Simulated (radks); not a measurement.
Values are calculated unless marked as measured or tabulated.
Question: These are the eigenvalues of the occupied orbitals of an atom or ion with whole-number occupations (Ry). Code: a radial shooting solver on a logarithmic mesh with Libxc functionals. Model: non-relativistic Kohn-Sham, LDA (Slater exchange, Perdew-Wang correlation), spin-unpolarised, spherical densities, point nucleus.

1s: -4674.217
2s: -868.8013
2p: -837.8773
3s: -287.3972
3p: -273.3876
3d: -247.6199
4s: -135.4067
4p: -129.3383

Which element is it, and in what charge state? The configuration may be excited.

Answer: Z = 73, tantalum, charge +38: Ta38+ in [Ar] 3d10 4s2 4p5. The list shows which subshells hold electrons but not how many an open one holds; the 1s level, -2337.1 hartree, gives Z - s = 68.4 by -(Z - s)^2/2, which with screening narrows Z to a few neighbours, and the depths of the outer levels then fix element, charge and occupations together.
